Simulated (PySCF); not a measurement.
C12H8, SMILES c1ccc2c(c1)-c1ccccc1-2.

Geometry optimised at B3LYP-D3(BJ)/def2-SVP.

The numbers are results of PySCF with PBE/def2-SVP, not measurements.

Gas-phase values at a fixed geometry.

**Question.** Estimate the frontier levels, gap, dipole moment and polarisability. (Estimate from the structure and the level; the computed values follow.)

**Answer.** 
- highest occupied level = -5.02 eV
- lowest empty level = -2.24 eV
- orbital gap = 2.78 eV
- dipole moment = 0.00 D
- quadrupole, principal values (traceless, Buckingham form, about the centre of nuclear charge) = -13.26, 5.97, 7.30 D·Å
- mean static polarisability = 134.5 bohr³ (19.93 Å³)
- polarisability, principal values = 52.2, 131.3, 220.0 bohr³
